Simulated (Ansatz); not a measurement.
`C=[CH][SnH2][Br]` + HBr → `[Br][SnH2][Br]` + `C=C` at 298.15 K and 1 bar (ligand exchange at the Sn–C bond).

Isolated molecules relaxed with PBE0-D4/def2-TZVP in Ansatz; ΔE leaves out vibrations. CBS: MP2 limit from def2 TZ/QZ plus the TZ coupled-cluster correction, frozen cores. This one scheme is used for every species. Elements past krypton have def2 core potentials. For Br, Sn outer-core shells are correlated without core-valence functions, which leaves a few kJ/mol of doubt a bond. Scalar relativity is left out up to krypton. One conformer a species, not always the lowest.

```
           species  CCSD(T)/CBS energy (Eh)  H − E (kJ/mol)  S (J/(mol·K))
`C=[CH][SnH2][Br]`              -2866.46631           168.0          358.0
               HBr              -2573.91920            24.6          198.6
  `[Br][SnH2][Br]`              -5361.94777            57.0          337.7
             `C=C`                -78.48111           144.6          218.9
```

H − E and S are ideal-gas, rigid-rotor, harmonic terms from PBE0-D4/def2-TZVP, for one conformer and one mirror image of each species. 1 Eh = 2625.50 kJ/mol, R = 8.31446 J/(mol·K).

Question: By hand: ΔE, ΔH, ΔS and ΔG.

Answer: ΔE = (-5361.94777) + (-78.48111) − (-2866.46631) − (-2573.91920) = -0.04337 Eh = -113.9 kJ/mol. Δ(H − E) = 57.0 + 144.6 − 168.0 − 24.6 = 9.0, so ΔH = -104.9 kJ/mol. ΔS = 337.7 + 218.9 − 358.0 − 198.6 = 0.0 J/(mol·K). ΔG = -104.9 − 298.15 × (0.0)/1000 = -104.9 kJ/mol.

Question: By hand: the equilibrium constant, and the temperature at which ΔG would vanish if ΔH and ΔS stayed fixed.

Answer: log₁₀ K = −ΔG/(RT ln 10) = 18.4. With ΔH or ΔS at zero there is no such temperature.

The number of gas molecules stays the same, so ΔS is small and ΔH decides. A doubt of 5 kJ/mol in ΔE shifts log₁₀ K by 0.9 here. Other conformers and mirror images would add mixing entropy, several J/(mol·K) or more a flexible species. These are equilibria of isolated gas molecules and say nothing of rates. Largest T1 diagnostic: 0.011 (customary marks: 0.02 for closed shells, 0.045 for open ones).

ΔS is within the doubt of such terms, so its sign, and with it that verdict, could turn.
